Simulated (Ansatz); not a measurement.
Species: sum formula H$_{10}$Si$_{3}$NO, net charge 1, singlet state. It need not be the lowest isomer of its formula. 
Geometry from a B3LYP-D3(BJ)/def2-TZVP (Ansatz, a first-principles code) optimisation:
SMILES: [SiH3]N[SiH2][OH+][SiH3]
```xyz
15

Si    -0.0910     0.5368    -0.8554
N     -1.5134     0.7158     0.0140
Si    -2.7058    -0.5377     0.4225
O      1.1861     0.1552     0.3977
Si     2.8670    -0.3745     0.1749
H      0.0000    -0.6724    -1.6757
H      0.4382     1.7694    -1.4453
H     -1.7884     1.6675     0.2311
H     -3.9641    -0.2791    -0.2973
H     -2.0637    -1.7931    -0.0167
H     -2.9134    -0.5299     1.8825
H      3.6605     0.5828     0.9535
H      2.9938    -0.2478    -1.2814
H      2.9049    -1.7517     0.6789
H      0.8541     0.2559     1.3043
```
Charge +1, spin multiplicity 1.

Total electronic energies in hartree. Correlated levels leave the core frozen unless marked. No spin-orbit coupling. No relativistic terms. CBS(X,Y): correlation extrapolated as X^-3; Hartree-Fock from the larger set.

```json
[
 {"level": "PBE0/STO-3G", "program": "Ansatz", "energy (Eh)": "(withheld)"},
 {"level": "r2SCANh/def2-TZVPD", "program": "Ansatz", "energy (Eh)": "(withheld)"},
 {"level": "MP2/6-31G*", "program": "Ansatz", "energy (Eh)": "-1002.31813"},
 {"level": "MP2/cc-pVTZ", "program": "Ansatz", "energy (Eh)": "-1002.72797"},
 {"level": "MP2/cc-pV(Q+d)Z", "program": "Ansatz", "energy (Eh)": "-1002.82347"},
 {"level": "RI-MP2/CBS(cc-pV(T+d)Z,cc-pV(Q+d)Z)", "program": "Ansatz", "energy (Eh)": "-1002.8671"},
 {"level": "CCSD/STO-3G", "program": "Ansatz", "energy (Eh)": "-990.45700"},
 {"level": "CCSD(T)/cc-pV(Q+d)Z", "program": "Ansatz", "energy (Eh)": "-1002.91333"},
 {"level": "CCSD(T)/CBS(cc-pV(T+d)Z,cc-pV(Q+d)Z)", "program": "Ansatz", "energy (Eh)": "-1002.9536"}
]
```

Problem. What belongs in the gaps?

Solution. 
- PBE0/STO-3G, energy (Eh): -992.04471
- r2SCANh/def2-TZVPD, energy (Eh): -1004.23039
